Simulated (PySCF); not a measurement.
C$_{2}$H$_{6}$Be, charge -1, doublet, at a GFN2-xTB geometry (such geometries of metal compounds can be far from the true shape) (a state made from the parent by changing its charge; the spin is typed, not shown lowest) (a gas-phase anion, which may not be bound at this level), with bond 4-2 at 1.8 times its length. Base run: CASSCF(3,3)/6-31G* in PySCF.

Input for PySCF:
```python
from pyscf import gto, scf, mcscf
import numpy

mol = gto.M(
    atom='''
Be   -0.46781436    0.68830953   -0.47740615
C     1.23807898    0.04949213   -0.91175985
H     1.20601424   -1.04066194   -1.07146008
H     2.47338417    0.30831247    0.61949002
H     1.78674978    0.44707580   -1.78707162
C    -1.12643265   -0.21376077    1.02569531
H    -1.17420685   -1.29700388    0.82659897
H    -2.11709663    0.03897359    1.44995153
H    -0.42444069   -0.10929104    1.86905856
''',
    basis='6-31g*',
    charge=-1,
    spin=1,
    verbose=3,
)

mf = scf.ROHF(mol)
mf.kernel()
mc = mcscf.CASSCF(mf, 3, 3)
mc.fix_spin_(ss=0.75)
mc.kernel()
occ = numpy.linalg.eigvalsh(mc.fcisolver.make_rdm1(mc.ci, mc.ncas, mc.nelecas))[::-1]
ss = mc.fcisolver.spin_square(mc.ci, mc.ncas, mc.nelecas)[0]
print('natural occupations', occ.round(4), ' <S^2>', round(ss, 4))
```

Each row names what was changed in the base input (with any setting that the change needs).

```csv
change,ΔE vs base (mEh),natural occupations,<S^2> of the state
base,0.000,1.83 1.00 0.16,0.75
solver = newton,0.000,1.83 1.00 0.16,0.75
orbitals = fixed (CASCI); correction = SC-NEVPT2,-274.1,1.96 1.00 0.04,0.75
"active space = 5 electrons, 7 orbitals",-20.823,1.97 1.83 1.00 0.16 0.02 0.00 0.00,0.75
orbitals = fixed (CASCI),32.484,1.96 1.00 0.04,0.75
"active space = 5 electrons, 5 orbitals",-16.226,1.98 1.84 1.00 0.16 0.02,0.75
correction = SC-NEVPT2,-283.0,1.83 1.00 0.16,0.75
fix_spin_ = off,0.000,1.83 1.00 0.16,0.75
"active space = 3 electrons, 5 orbitals",-1.961,1.84 1.00 0.16 0.00 0.00,0.75
"active space = 9 electrons, 9 orbitals",-52.496,1.98 1.98 1.98 1.85 1.00 0.15 0.02 0.02 0.02,0.75
state_average = 2 states,4.558,-,-
```

Active orbitals are taken around the Fermi level unless the row says otherwise; CASSCF can end in different local minima, and two programs can end on different orbitals. State-averaged rows give the lowest state.

Open shells are given as the SCF converged; they aren't shown to be the lowest states, and a large step between rows can be another state.

A gas-phase anion may not be bound at this level; its values then depend on the basis.
